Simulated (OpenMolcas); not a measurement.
What dynamic correlation does to the levels of Si2+

```
Program             : OpenMolcas 26.06
Basis               : ANO-RCC-VTZP [5s4p2d1f]
Scalar Hamiltonian  : DKH2, point nucleus
Active space        : 2 electrons in 4 orbitals (3s 3p)
State averaging     : 2S+1 = 3 even, 3 roots; 2S+1 = 1 even, 7 roots; 2S+1 = 3 odd, 3 roots; 2S+1 = 1 odd, 3 roots
Spin-orbit coupling : state interaction with AMFI integrals over the reference wave functions, term energies averaged over their components
```

Methods on the same reference wave functions:
A. CASSCF
B. SS-CASPT2, IPEA 0.25 Eh, imaginary shift 0.1 Eh (closed shells correlated: 2s 2p)
C. MS-CASPT2, IPEA 0.25 Eh, imaginary shift 0.1 Eh (closed shells correlated: 2s 2p)

Energies in cm⁻¹ above 3s² ¹S₀, the measured ground level; measured values from NIST levels in Kelleher and Podobedova, J. Phys. Chem. Ref. Data 37, 1285 (2008).

```json
{"Level": "3s² ¹S₀", "A": "0.0", "B": "0.0", "C": "0.0", "Measured": "0.0"}
{"Level": "3s 3p ³P°₀", "A": "51662", "B": "51917", "C": "51986", "Measured": "52725"}
{"Level": "3s 3p ³P°₁", "A": "51770", "B": "52024", "C": "52093", "Measured": "52853"}
{"Level": "3s 3p ³P°₂", "A": "51985", "B": "52240", "C": "52309", "Measured": "53115"}
{"Level": "3s 3p ¹P°₁", "A": "92693", "B": "85369", "C": "85438", "Measured": "82884"}
{"Level": "3p² ³P₀", "A": "129455", "B": "129511", "C": "129580", "Measured": "129708"}
{"Level": "3p² ³P₁", "A": "129562", "B": "129618", "C": "129687", "Measured": "129842"}
{"Level": "3p² ³P₂", "A": "129768", "B": "129792", "C": "129861", "Measured": "130101"}
{"Level": "3p² ¹D₂", "A": "140725", "B": "130442", "C": "130512", "Measured": "122215"}
{"Level": "3p² ¹S₀", "A": "165368", "B": "154748", "C": "154886", "Measured": "153444"}
```

Deviations, from unrounded energies. A percentage is the sum of absolute deviations over the sum of measured energies, with the sign that they share, or ± where signs differ.

```json
{"Against measurement": "mean absolute deviation (cm-1)", "Levels": "9", "A": "4900", "B": "1700", "C": "1700"}
{"Against measurement": "other configurations (%)", "Levels": "9", "A": "±4.9", "B": "±1.7", "C": "±1.7"}
```

B, C lie about equally close to measurement and A furthest from it. The largest miss of C in the table is 3p² ¹D₂, by +8300 cm-1. The ranking rests on the paired levels alone, and a cruder setting can come out closer through cancelling errors.

Between B and C the level of the table that moves most is 3p² ¹S₀, by 140 cm-1 (lowest in B, highest in C).

The lowest spin-free term lies below A's lowest term by 0.025 hartree in B, 0.025 hartree in C.

Over all roots computed the reference weight is 0.92 to 1.00 in B, 0.92 to 1.00 in C; the roots of lowest weight are the least certain, and an intruder state may touch them. The ¹D term of p² mixes with s d, which this space lacks. Some levels mix across a computed gap that differs much from the measured one, so their mixing is not that of the real levels (holds for B; C). Computed and measured levels are paired by configuration, term and J; levels that our copy of the source lacks, or whose pairing is in doubt (as where it misses far off the trend of its configuration), stay unpaired and out of the deviations. Only configurations of the active space appear.

° marks odd parity.
